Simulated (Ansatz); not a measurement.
# Abstraction of H: C2H8GaN + OF → C2H7GaN + HOF

Gas-phase species: C2H8GaN `C[CH2][GaH][NH2]`, singlet; OF (Oxygen monofluoride), doublet; C2H7GaN `C[CH2][Ga][NH2]`, doublet; HOF (hypofluorous acid) `OF`, singlet. A radical takes H: the energy is the difference in strength between the Ga–H bond broken and the O–H bond made.

Shapes, held fixed at every level: PBE0-D4/def2-TZVP. Flexible molecules stand in one conformer, not always the lowest. Programs: Ansatz 0.2.0. Electronic energies: no zero-point or thermal term.

Q: Estimate ΔE of this reaction.

A: The highest level, CCSD(T)/def2-TZVPP, gives ΔE = -74.0 kJ/mol; the levels span -101.3 to -22.7. The column of differences is taken from that level and isn't an error. No measured value is set beside it here. Open shells run unrestricted. Relativity is left out for Ga. Outer-core shells of Ga are correlated, in sets that cover them unevenly.

```
               level                    kind  ΔE (kJ/mol)  less CCSD(T)/def2-TZVPP
      MP2/def2-TZVPP     perturbation theory       -101.3                    -27.3
       HF/def2-TZVPP            Hartree–Fock        -22.7                    +51.3
   PBE-D4/def2-TZVPP                     GGA        -79.2                     -5.2
r2SCAN-D4/def2-TZVPP                meta-GGA        -71.6                     +2.4
  PBE0-D4/def2-TZVPP           global hybrid        -72.7                     +1.3
  wB97M-V/def2-TZVPP  range-separated hybrid        -74.5                     -0.5
   B2PLYP/def2-TZVPP           double hybrid        -75.9                     -1.9
  CCSD(T)/def2-TZVPP   coupled cluster or CI        -74.0                      0.0
```
